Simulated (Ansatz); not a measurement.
`C[CH](C)[In]([OH])[OH]`, charge 0, multiplicity 1.

(1) Give a relaxed structure at PBE0-D4/def2-TZVP (the Gaussian-basis code of Ansatz). (Best estimate.)

Results:

(1) Computed: 
Cartesian coordinates in Å:
```
C -0.9473 0.2932 1.4220
C -0.5535 -0.3990 0.1261
C 0.2232 -1.6840 0.3764
In 0.5401 0.9442 -1.1855
O 1.4441 0.5066 -2.8992
O 0.8452 2.8830 -0.8701
H -0.0719 0.5912 2.0063
H -1.5508 1.1880 1.2510
H -1.5369 -0.3834 2.0531
H -1.4599 -0.6398 -0.4392
H -0.3668 -2.3709 0.9958
H 0.4720 -2.2102 -0.5484
H 1.1584 -1.4979 0.9124
H 1.3560 -0.4163 -3.1465
H 0.4479 3.1953 -0.0544
```
This is one stationary point; other conformers may exist.
